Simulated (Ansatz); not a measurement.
Start from `[F][Ta](=[S])([Cl])[Cl]` and change one element to get `[F][Nb](=[S])([Cl])[Cl]`.

Ansatz, PBE0-D4/def2-TZVP geometries, multiplicity 1. 

Elements past krypton have def2 core potentials.

| property | `[F][Ta](=[S])([Cl])[Cl]` |
| --- | --- |
| LUMO energy (B3LYP/def2-TZVPP) / eV | -2.92 |
| size of the dipole moment (B3LYP/def2-TZVPP) / D | 1.34 |
| HOMO energy (B3LYP/def2-TZVPP) / eV | -8.03 |
| ideal-gas entropy at 298 K and 1 bar (rigid rotor, harmonic PBE0-D4/def2-TZVP) / J/(mol·K) | 371 |
| LUMO energy (PBE/def2-TZVPP) / eV | -3.47 |
| HOMO–LUMO gap (ωB97M-V/def2-TZVPP) / eV | 9.68 |

(1) What does the change do to each property? (Estimate.)

Results:

(1) The calculation gave: 
| property | `[F][Nb](=[S])([Cl])[Cl]` | shift |
| --- | --- | --- |
| LUMO energy (B3LYP/def2-TZVPP) / eV | -3.40 | -0.48 |
| size of the dipole moment (B3LYP/def2-TZVPP) / D | 0.74 | -0.60 |
| HOMO energy (B3LYP/def2-TZVPP) / eV | -8.23 | -0.20 |
| ideal-gas entropy at 298 K and 1 bar (rigid rotor, harmonic PBE0-D4/def2-TZVP) / J/(mol·K) | 365 | -6 |
| LUMO energy (PBE/def2-TZVPP) / eV | -3.92 | -0.45 |
| HOMO–LUMO gap (ωB97M-V/def2-TZVPP) / eV | 9.39 | -0.29 |

With PBE0 the HOMO falls by 0.19 eV and the LUMO falls by 0.48 eV, so the gap narrows by about 0.29 eV. PBE moves the HOMO by -0.17 eV and ωB97M-V by -0.20 eV. Dipoles are sizes alone; their direction can turn.

B3LYP here is the variant with VWN-RPA as its local correlation; programs differ in this.
